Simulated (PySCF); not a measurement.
3-(trifluoromethyl)anisole, C8H7F3O.
Atom-mapped SMILES: `[CH3:1][O:2][c:3]1[cH:4][cH:5][cH:6][c:7]([C:8]([F:9])([F:10])[F:11])[cH:12]1` (hydrogens: H13, H14, H15 on C1; H16 on C4; H17 on C5; H18 on C6; H19 on C12)

Computed with PBE0-D3(BJ)/def2-SVP geometry optimisation, gas phase (PySCF).

(1) List the bond lengths, angles and torsions at this level.

Results:

(1) 
```tsv
bond	length (Å)
C1–O2	1.401
O2–C3	1.345
C3–C4	1.404
C4–C5	1.385
C5–C6	1.398
C6–C7	1.389
C7–C8	1.503
C8–F9, C8–F10, C8–F11	1.338
C7–C12	1.399
C3–C12	1.396
C1–H13, C1–H14, C1–H15	1.102
C4–H16	1.092
C5–H17	1.092
C6–H18	1.090
C12–H19	1.090
```

Bonds in one row agree within 0.01 Å and their mean is given. A selection of angles:
```tsv
angle	degrees
C1–O2–C3	118.9
O2–C3–C4	116.2
O2–C3–C12	124.3
C4–C3–C12	119.5
C3–C4–C5	120.2
C4–C5–C6	120.7
C5–C6–C7	118.8
C6–C7–C8	120.9
C6–C7–C12	121.3
C8–C7–C12	117.8
C7–C8–F9	111.3
F9–C8–F10	106.6
C3–C12–C7	119.4
```

Dihedral angles: C1–O2–C3–C4 180° (antiperiplanar); C6–C7–C8–F9 -126° (anticlinal). The mirror-image conformer, all signs reversed, is as good.

Of the pairs four or more bonds apart, C1···H19 is among the closest relative to their van der Waals radii: 2.53 Å, 87 % of the sum of Bondi's values. The 2 C–O bonds span 1.345 Å (O2–C3, drawn single) to 1.401 Å (C1–O2, drawn single), a spread of 0.056 Å. The 6-membered ring C3–C4–C5–C6–C7–C12 has internal angles of 118.8° to 121.3° (sum 720°, against 720° for a flat polygon); it is planar, 0.00 Å rms from its mean plane, widest ring torsion 0°. The 7 C–C bonds span 1.385 Å (C4–C5, aromatic) to 1.503 Å (C7–C8, drawn single), a spread of 0.118 Å.

Point group: near Cs, missed by 0.21 Å at most; the miss may be what the optimiser left on a soft mode. PBE0-D3(BJ)/def2-SVP frequencies: not computed here. One conformer, not necessarily the lowest.
